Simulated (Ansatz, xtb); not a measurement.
# C4H5NS2: which of two isomers lies lower

Structure X: `CSc1nccs1`, a singlet. Structure Y: `CSc1ccsn1`, a singlet. Both are isolated molecules in the gas phase, relaxed with B3LYP/def2-SVP; the shapes shown needn't be the lowest conformers.

X (Å):

```xyz
12

C     0.3165    3.7517   -1.1013
C    -0.0772    1.0999   -0.5624
C     1.5940   -0.1357    0.1782
C     0.6442   -1.1182    0.1661
N     1.1810    1.1084   -0.2326
S    -0.9924    2.4874   -1.1403
S    -0.8686   -0.4662   -0.3911
H     1.1425    3.4713   -1.7678
H     0.6980    3.8792   -0.0798
H    -0.1572    4.6798   -1.4503
H     2.6313   -0.2805    0.4869
H     0.7398   -2.1659    0.4455
```

Y (Å):

```tsv
atom	x (Å)	y (Å)	z (Å)
C	0.2745	2.7826	0.4643
C	0.4826	0.0955	-0.1275
C	0.1973	-1.3136	-0.2001
C	1.1805	-1.9545	-0.9041
N	1.5830	0.5049	-0.7198
S	-0.5993	1.2083	0.7177
S	2.3624	-0.8082	-1.4176
H	0.3631	3.0082	-0.6068
H	1.2770	2.7453	0.9112
H	-0.3338	3.5496	0.9634
H	-0.6753	-1.7942	0.2425
H	1.2572	-3.0174	-1.1348
```

Quicker runs give these differences E(Y) − E(X): GFN2-xTB +1.25 kcal/mol; HF/STO-3G +5.26 kcal/mol (at GFN2-xTB geometries); r2SCAN-D4/def2-SVP +4.71 kcal/mol (at GFN2-xTB geometries).

Task: Estimate E(Y) − E(X) at the level CCSD(T)/def2-SVP + ΔMP2/def2-TZVPP.

Result: Too close to call at this level: CCSD(T)/def2-SVP + ΔMP2/def2-TZVPP gives E(Y) − E(X) = +0.92 kcal/mol.

Level by level:

| level | geometry | E(Y) − E(X) (kcal/mol) | departure from the last row (kcal/mol) | job, with rough time for the two |
| --- | --- | --- | --- | --- |
| GFN2-xTB | GFN2-xTB | +1.25 | +0.32 | optimisation, 0.14 s |
| HF/STO-3G | GFN2-xTB | +5.26 | +4.34 | single point, 0.38 s |
| r2SCAN-D4/def2-SVP | GFN2-xTB | +4.71 | +3.79 | single point, 3.8 s |
| B3LYP/def2-SVP | B3LYP/def2-SVP | +4.16 | +3.24 | optimisation, 26 s |
| HF/def2-SVP | B3LYP/def2-SVP | +5.09 | +4.17 | part of the CCSD(T) run |
| MP2/def2-SVP | B3LYP/def2-SVP | +4.38 | +3.45 | part of the CCSD(T) run |
| CCSD(T)/def2-SVP | B3LYP/def2-SVP | +4.44 | +3.52 | single point |
| CCSD(T)/def2-SVP + ΔMP2/def2-TZVPP | B3LYP/def2-SVP | +0.92 |  | single point, 51 s |

As drawn, Y has 1 C∷C, 1 N∷S in place of 1 C∷N, 1 C∷S (∷ is an aromatic bond).

The largest departure from CCSD(T)/def2-SVP + ΔMP2/def2-TZVPP is that of HF/STO-3G, 4.34 kcal/mol. The last row adds to CCSD(T) the change of the MP2 difference between the two basis sets, here −3.52 kcal/mol, a large step that makes the value less sure.

With thermal terms from frequencies at re-optimised GFN2-xTB minima (ideal gas, soft modes damped towards free rotors, one conformer each, 298.15 K, 1 atm): the zero-point term adds +0.03 kcal/mol; ΔH is +0.90 and ΔG +1.02 kcal/mol.

The correlated steps freeze 15 core orbitals. Run with Ansatz 0.2.0, xtb 6.7.1; the last row on 4 threads of Arm Neoverse V1 on a shared host.
